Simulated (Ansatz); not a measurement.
Ansatz (a first-principles code) input (CCSD(T)/aug-cc-pVQZ):

Ansatz 0.2 input:
```yaml
crystal:
  periodic: [false, false, false]
  atoms:
    - {symbol: Ge, position_ang: [-0.00000000, -0.00000000, -1.13240811]}
    - {symbol: Ge, position_ang: [0.00000000, 0.00000000, 1.05062557]}
    - {symbol: H, position_ang: [0.00000000, 0.00000000, 2.61704156]}
basis:
  gaussian:
    orbitals: aug-cc-pVQZ
total_charge: -1
magnetization: {spin_polarized: false}
correlation: {method: ccsd_t, electrons: outside_noble_gas}
```

End of the output:

```
integrals: 1.29 GiB planned
1441 factors; integrals over basis functions are off by at most 1.0e-3 eV
mean field: 1.21 GiB planned
mean field evaluation 1: about -112963.7781 eV, gradient 1.2e1 eV
mean field evaluation 2: about -112963.7877 eV, gradient 1.2e1 eV
mean field evaluation 4: about -112964.4384 eV, gradient 2.0e0 eV
mean field evaluation 8: about -112964.4739 eV, gradient 3.2e-1 eV
mean field evaluation 16: about -112964.3034 eV, gradient 8.0e0 eV
mean field evaluation 32: about -112962.9373 eV, gradient 1.9e1 eV
mean field evaluation 64: about -112955.0542 eV, gradient 3.5e0 eV
mean field -112964.47553827 eV, -4151.3679059598 hartree, gradient 3.6e-6 eV, S^2 0.000000; 2 other end points of the search recorded, 0 dependent functions left out; unrestricted orbitals would lower it
28 core orbitals not correlated
reference -112964.47553827 eV, -4151.3679059598 hartree; 5, 5 occupied and 199, 199 virtual orbitals, 1441 factors
second order -6.69892618 eV of doubles, -0.00000000 eV of singles
coupled cluster: 1.60 GiB planned
cycle   1  -6.66626403 eV  change    3.3e-2 eV  update   1.1e-1
cycle   2  -6.93338395 eV  change   -2.7e-1 eV  update   3.7e-2
cycle   3  -7.00822933 eV  change   -7.5e-2 eV  update   2.0e-2
cycle   4  -7.00610802 eV  change    2.1e-3 eV  update   5.4e-3
cycle   5  -7.00666161 eV  change   -5.5e-4 eV  update   2.3e-3
cycle   6  -7.00685737 eV  change   -2.0e-4 eV  update   7.5e-4
cycle   7  -7.00681753 eV  change    4.0e-5 eV  update   2.8e-4
cycle   8  -7.00694558 eV  change   -1.3e-4 eV  update   1.2e-4
cycle   9  -7.00697746 eV  change   -3.2e-5 eV  update   3.8e-5
cycle  10  -7.00695855 eV  change    1.9e-5 eV  update   1.6e-5
cycle  11  -7.00695629 eV  change    2.3e-6 eV  update   6.4e-6
coupled cluster: 1.60 GiB planned
perturbative correction -0.54862709 eV, -0.0201616738 hartree
Total energy: -112972.03112165 eV, -4151.6455685277 hartree
```

It need not be the lowest isomer of its formula. Whether it binds its extra electron was not tested at this geometry.
